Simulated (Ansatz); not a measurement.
`FC[SiH2][SnH2][F]`. The species carries charge 0 and has multiplicity 1. Sn: def2 effective core potential. Geometry: relaxed with PBE0-D4/def2-TZVP. It is one conformer, not always the lowest.

```xyz
11

F    -0.640   -1.643   -1.363
C    -1.029   -0.314   -1.469
Si   -0.803    0.567    0.199
Sn    1.540    0.058    1.121
F     1.319   -1.502    2.239
H    -2.074   -0.288   -1.795
H    -0.422    0.161   -2.246
H    -0.956    2.031   -0.029
H    -1.817    0.113    1.185
H     2.706   -0.409   -0.034
H     2.177    1.227    2.192
```

Task: What is the dipole moment at ωB97M-V/def2-TZVPP? (An estimate is asked.)

Result: Ansatz gave: 4.28 D, with components (-0.94, 3.54, -2.23) D in this frame, pointing from negative to positive charge.

Task: And with PBE, r2SCAN, B3LYP? (Estimate.)

Result: Computed: PBE 3.98 D, r2SCAN 4.15 D, B3LYP 4.27 D.

Task: Give the Mulliken charges with ωB97M-V, r2SCAN, B3LYP in def2-TZVPP. (An estimate is asked.)

Result: Ansatz gave: 
```csv
atom,ωB97M-V,r2SCAN,B3LYP
F1,-0.23,-0.24,-0.24
C2,-0.08,0.04,-0.02
Si3,0.06,0.11,0.10
Sn4,0.69,0.80,0.83
F5,-0.50,-0.50,-0.50
H6,0.12,0.07,0.11
H7,0.12,0.07,0.10
H8,-0.01,-0.06,-0.06
H9,0.00,-0.05,-0.04
H10,-0.09,-0.12,-0.13
H11,-0.09,-0.13,-0.13
```

B3LYP here is the variant with VWN-RPA as its local correlation; programs differ in this.
